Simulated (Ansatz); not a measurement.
CdH₂S₂ (`[SH][Cd][SH]`) at its PBE0-D4/def2-TZVP geometry, where that method's forces vanish. Charge 0, multiplicity 1. Cd: def2 effective core potential.

```xyz
5

S    -2.1684   -0.1487    0.9353
Cd   -0.0329   -0.3602    0.0146
S     2.0988   -0.6131   -0.9042
H    -2.5378    0.8006    0.0583
H     2.6402    0.3214   -0.1040
```

Q: What forces (eV/Å) does r2SCAN-D4/def2-TZVPP give on these atoms in Ansatz? (Estimate.)

A: Ansatz gave: 
```
S1   0.039 -0.023  0.001
Cd2  0.002  0.019  0.000
S3  -0.043 -0.016  0.000
H4   0.011  0.009 -0.015
H5  -0.009  0.012  0.015
```
